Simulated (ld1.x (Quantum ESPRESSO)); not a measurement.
# Logarithmic derivatives: neon, ultrasoft

* Element: Ne (Z = 10)
* Generator: ld1.x (Quantum ESPRESSO) 7.5
* Type: ultrasoft
* Functional: LDA (PZ)
* Relativity: non-relativistic
* Frozen core: [He]
* Valence charge: 8
* Reference configuration: 2s2 2p6
* Partial waves: 2s (bound): rcut 0.40, rcutus 0.55 bohr; 2s channel at -2.35 Ry: rcut 0.40, rcutus 0.55 bohr; 2p (bound): rcut 1.50, rcutus 1.75 bohr; 2p channel at 4 Ry: rcut 1.50, rcutus 1.75 bohr
* Local potential: all-electron potential smoothed inside 1.10 bohr (lloc = -2)
* Core correction: Bessel-smoothed model core inside 0.55 bohr
* Augmentation charge: PSQ, inside the norm-conserving radii

The phase is arctan(r·u′/u) with u = r·R(r), unwrapped; energies in Ry, scanned from -5 to 5 Ry. A pole is an energy at which the radial function vanishes at the test radius. The pseudo phase is shifted by a multiple of π to meet the all-electron one at the reference energy, and phase errors are pseudo minus all-electron; the curves can meet again beyond the range given. Levels narrower than the energy grid can be missing from the lists of poles.

Problem. For each channel, where are the poles, and over which energies does the pseudopotential scatter like the atom?

Solution.

```csv
channel,radius (bohr),reference energy (Ry),"poles, all-electron","poles, pseudo",unbroken range about the reference energy with phases within 0.05 rad,phase error 1 Ry above the reference energy (rad)
s,1.90,-2.64,-2.36,-2.36,the whole range,+0.000
p,1.90,-1.00,-0.61,-0.61,the whole range,-0.003
```

The ghost test of this file was not conclusive. Its overlap operator is not positive definite in a basis up to 400 Ry (lowest eigenvalue s -4.21), so the file is unfit for use: the generalised eigenproblem breaks down once the basis is large enough, and its test numbers describe a broken file.

Phases in the p channel:

| E (Ry) | all-electron | pseudo |
| --- | --- | --- |
| -5.00 | 1.330 | 1.329 |
| -4.48 | 1.315 | 1.314 |
| -3.96 | 1.295 | 1.294 |
| -3.44 | 1.270 | 1.269 |
| -2.92 | 1.235 | 1.233 |
| -2.40 | 1.177 | 1.175 |
| -1.88 | 1.055 | 1.052 |
| -1.36 | 0.513 | 0.508 |
| -0.84 | -1.367 | -1.368 |
| -0.32 | -1.691 | -1.693 |
| 0.20 | -1.811 | -1.814 |
| 0.72 | -1.904 | -1.908 |
| 1.24 | -2.008 | -2.013 |
| 1.76 | -2.156 | -2.163 |
| 2.28 | -2.409 | -2.418 |
| 2.80 | -2.883 | -2.893 |
| 3.32 | -3.552 | -3.556 |
| 3.84 | -4.034 | -4.034 |
| 4.36 | -4.287 | -4.288 |
| 4.88 | -4.429 | -4.431 |
